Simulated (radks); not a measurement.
Spherical quantum dot in the effective-mass picture: electrons in a well V = -V0 / (1 + exp((r - R)/a)) with V0 = 17.9, R = 2.75, a = 0.23, with a point charge +2 (a donor) at the centre, all in effective atomic units (hartree* = m*/eps^2 hartree, bohr* = eps/m* bohr), one dielectric constant everywhere. Calculated with a radial shooting solver with Libxc functionals: non-relativistic Kohn-Sham, PBEsol, spin-polarised, spherical densities. Levels are named by radial order and angular momentum (1s, 1p, 1d, 2s, ...), and open shells are averaged over m. Results are scaled to m* = 0.094 and eps = 11.8, for which hartree* = 18.37 meV and bohr* = 6.643 nm.

N = 13, configuration 1s2 1p6 1d(up 3, down 0) 2s2. This is the lowest configuration that the search found. Occupied and some empty levels:

| level | occupation | eigenvalue (meV) | <r> (nm) |
|---|---|---|---|
| 1s up | 1 | -216.59 | 8.083 |
| 1s down | 1 | -215.68 | 7.889 |
| 1p up | 3 | -201.67 | 11.00 |
| 1p down | 3 | -200.17 | 10.96 |
| 2s up | 1 | -188.76 | 8.469 |
| 2s down | 1 | -187.88 | 8.611 |
| 1d up | 3 | -186.40 | 11.95 |
| 1d down | 0 | -184.78 | 11.94 |
| 1f up | 0 | -167.80 | 12.64 |
| 1f down | 0 | -166.14 | 12.64 |
| 2p up | 0 | -152.80 | 9.849 |
| 2p down | 0 | -151.87 | 9.846 |
| 1g up | 0 | -146.09 | 13.20 |
| 1g down | 0 | -144.43 | 13.21 |

Energy (meV): total -3419.29, kinetic 372.15, external -4546.4, Hartree 885.48, exchange-correlation -130.53.
